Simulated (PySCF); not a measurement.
Dipole response of Xe (xenon, neutral)

[Xe], closed-shell 1S. Calculation: PySCF 2.14, in aug-cc-pwCVQZ-PP with ECP28MDF (10s10p8d6f4g1h, 169 functions); a scalar-relativistic core potential. Coupled (time-dependent) response in atomic units; α is the mean over directions.

```json
{"method": "UHF", "mean α (bohr³)": "26.77", "C₆ (like pair)": "283.4", "S(−4)": "121.2"}
{"method": "PBE", "mean α (bohr³)": "28.98", "C₆ (like pair)": "310.4", "S(−4)": "156.2"}
```

S(−4) is the Cauchy moment in α(ω) = α(0) + S(−4) ω² + …

Reference α: 27.32 ± 0.2 bohr³ (recommended; Schwerdtfeger and Nagle, table of static dipole polarizabilities (2023 update)). Published C₆: 302.0 (Gould and Bucko (2016)).

α(iu) at PBE:

```tsv
u (hartree)	α(iu) (bohr³)
0	28.98
0.0500	28.60
0.100	27.53
0.200	24.11
0.300	20.26
0.500	13.96
0.750	9.123
1.00	6.372
1.50	3.661
2.00	2.436
3.00	1.360
5.00	0.6284
```

Energies and moments cover only the electrons outside the core potential.
